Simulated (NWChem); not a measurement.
Molecule: C2H5FGe; SMILES C=[C](F)[GeH3]

```xyz
9

C     -1.1762    -1.7507     0.0003
C     -0.0715    -1.0077    -0.0010
F      1.1340    -1.6007     0.0000
Ge     0.0241     0.9447    -0.0035
H     -2.1577    -1.2750    -0.0005
H     -1.1186    -2.8431     0.0020
H     -1.4090     1.4962    -0.0089
H      0.7860     1.4121    -1.2535
H      0.7773     1.4161     1.2502
```
Atoms are numbered in this order, from 1.

Level: PBE0/def2-SVP (NWChem), optimised geometry, unscaled harmonic frequencies. 

```csv
frequency (cm⁻¹),IR intensity (km/mol)
114,0.1
217,0.6
331,12.7
340,0.2
571,29.5
615,9.1
633,48.6
763,0.5
830,160.6
879,18.0
891,26.9
896,63.4
956,37.1
1237,95.2
1374,3.1
1722,43.2
2174,62.7
2175,106.8
2184,108.5
3179,0.5
3293,0.1
```

```json
{
 "zero_point_energy": "36.3 kcal/mol",
 "thermal correction to the enthalpy at 298.15 K (with zero-point energy)": "40.4 kcal/mol",
 "heat capacity Cv": "19.6 cal/(mol K)",
 "entropy at 298.15 K and 1 atm (symmetry number 1)": "76.4 cal/(mol K)",
 "dipole_moment": "1.25 D"
}
```

Rigid rotor and harmonic oscillator.
